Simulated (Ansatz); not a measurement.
One change: `C[N](C)[Nb]([OH])([OH])([OH])[OH]` becomes `C[N](C)[Ta]([OH])([OH])([OH])[OH]`.

Ansatz, PBE0-D4/def2-TZVP geometries, multiplicity 1. Each molecule was computed in one conformer, which needn't be the lowest.

Elements past krypton have def2 core potentials. Outer-core shells of Nb, Ta are correlated without core-valence functions. Spin–orbit coupling is left out.

```tsv
property	`C[N](C)[Nb]([OH])([OH])([OH])[OH]`
HOMO energy (B3LYP/def2-TZVPP) / eV	-6.46
LUMO energy (ωB97M-V/def2-TZVPP) / eV	0.83
vertical ionisation energy (CCSD(T)/def2-TZVPP) / eV	8.50
HOMO energy (PBE/def2-TZVPP) / eV	-5.34
LUMO energy (B3LYP/def2-TZVPP) / eV	-1.50
LUMO energy (PBE0/def2-TZVPP) / eV	-1.25
```

Q: What does the change do to each property? (Best estimate.)

A: Computed: 
| property | `C[N](C)[Ta]([OH])([OH])([OH])[OH]` | shift |
| --- | --- | --- |
| HOMO energy (B3LYP/def2-TZVPP) / eV | -6.47 | -0.01 |
| LUMO energy (ωB97M-V/def2-TZVPP) / eV | 1.42 | 0.59 |
| vertical ionisation energy (CCSD(T)/def2-TZVPP) / eV | 8.61 | 0.11 |
| HOMO energy (PBE/def2-TZVPP) / eV | -5.34 | 0.00 |
| LUMO energy (B3LYP/def2-TZVPP) / eV | -0.96 | 0.54 |
| LUMO energy (PBE0/def2-TZVPP) / eV | -0.70 | 0.55 |

B3LYP here is the variant with VWN-RPA as its local correlation; programs differ in this.
